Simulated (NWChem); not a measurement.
Species: C$_{4}$H$_{4}$OSi; SMILES C#C[Si@@H]1C=CO1

```xyz
10

C      0.0290    -2.8373    -0.4736
C     -0.0048    -1.6974    -0.0487
Si    -0.0890    -0.0024     0.6182
C     -1.1136     1.2705    -0.2214
C      0.0841     1.8029    -0.5527
O      1.1208     1.0470    -0.0681
H      0.0627    -3.8434    -0.8553
H      0.0071    -0.0578     2.0984
H     -2.1137     1.6250    -0.4539
H      0.3558     2.7021    -1.1205
```
Atoms are numbered in this order, from 1.

All runs: NWChem. All runs use the structure optimised with PBE0/def2-SVP. Level PBE/def2-SVP: energy and gradient; each run changes one setting, and changes count from the defaults (medium grid, exact Coulomb integrals, symmetry on).

Question: Which setting moves the energy most, and by about how much (Becke weights; tight SCF thresholds and tolerances; defaults; Coulomb fitting, Weigend set; coarse grid)?

Answer: Coulomb fitting, Weigend set, by about 300 μHa.
| setting | size of the energy change (μHa) | largest change of a gradient component (μHa/bohr) | time, defaults = 1 (rough) |
|---|---|---|---|
| defaults | < 10 | < 30 | about 1 |
| coarse grid | 30 | 300 | about 1 |
| Coulomb fitting, Weigend set | 300 | 60 | 0.4 |
| tight SCF thresholds and tolerances | < 10 | < 30 | about 1 |
| Becke weights | < 10 | 100 | about 1 |
